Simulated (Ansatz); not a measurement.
`FC(F)(F)CBr` + H₂ → `FC(F)CBr` + H–F at 700 K and 1 bar (hydrogenolysis of a C–F bond).

Calculated with Ansatz (gas phase, PBE0-D4/def2-TZVP geometries, no zero-point term in ΔE). CCSD(T)/CBS adds triple-zeta CCSD(T) − MP2 to the extrapolated MP2 energy (def2 sets, frozen cores). This one scheme is used for every species. For Br outer-core shells are correlated without core-valence functions, which leaves a few kJ/mol of doubt a bond. Scalar relativity is left out up to krypton. One conformer a species, not always the lowest.

| species | CCSD(T)/CBS energy (Eh) | H − E (kJ/mol) | S (J/(mol·K)) |
| --- | --- | --- | --- |
| `FC(F)(F)CBr` | -2950.00902 | 178.9 | 434.1 |
| H₂ | -1.17544 | 46.8 | 155.3 |
| `FC(F)CBr` | -2850.80969 | 194.3 | 411.3 |
| H–F | -100.39570 | 45.2 | 198.5 |

H − E and S are ideal-gas, rigid-rotor, harmonic terms from PBE0-D4/def2-TZVP, for one conformer and one mirror image of each species. The MP2-based limit puts H₂ 0.8 mEh under its directly extrapolated value; such offsets cancel only in part. 1 Eh = 2625.50 kJ/mol, R = 8.31446 J/(mol·K).

By hand: ΔE, ΔH, ΔS and ΔG.

ΔE = (-2850.80969) + (-100.39570) − (-2950.00902) − (-1.17544) = -0.02093 Eh = -55.0 kJ/mol. Δ(H − E) = 194.3 + 45.2 − 178.9 − 46.8 = 13.8, so ΔH = -41.2 kJ/mol. ΔS = 411.3 + 198.5 − 434.1 − 155.3 = 20.4 J/(mol·K). ΔG = -41.2 − 700 × (20.4)/1000 = -55.5 kJ/mol.

By hand: the equilibrium constant, and the temperature at which ΔG would vanish if ΔH and ΔS stayed fixed.

log₁₀ K = −ΔG/(RT ln 10) = 4.1. ΔH and −TΔS have one sign here, so there is no such temperature.

TΔS isn't small against ΔH here. A doubt of 5 kJ/mol in ΔE shifts log₁₀ K by 0.4 here. Other conformers and mirror images would add mixing entropy, several J/(mol·K) or more a flexible species. These are equilibria of isolated gas molecules and say nothing of rates. Largest T1 diagnostic: 0.010 (customary marks: 0.02 for closed shells, 0.045 for open ones).
